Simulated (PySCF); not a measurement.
Dipole polarisabilities along group 10, charge +1

Calculated with PySCF 2.14 for the ground configurations, without spin-orbit coupling: coupled response for Hartree-Fock and DFT. Mean α in bohr³, C₆ of like pairs in atomic units.

| species | α UHF | α PBE | α PBE0 | C₆ UHF | C₆ PBE | C₆ PBE0 |
| --- | --- | --- | --- | --- | --- | --- |
| Ni⁺ [Ar] 3d9 (def2-TZVPPD, non-relativistic) | 4.494 | 7.067 | 6.025 | 10.21 | 15.45 | 13.29 |
| Pd⁺ [Kr] 4d9 (def2-TZVPPD with the def2 core potential (28 electrons), ECP) | 7.986 | 9.682 | 9.052 | 39.40 | 46.64 | 44.12 |
| Pt⁺ [Xe] 4f14 5d9 (def2-TZVPPD with the def2 core potential (60 electrons), ECP) | 12.04 | 13.85 | 13.05 | 81.99 | 94.45 | 89.27 |

The values depend on the diffuse functions of the basis.
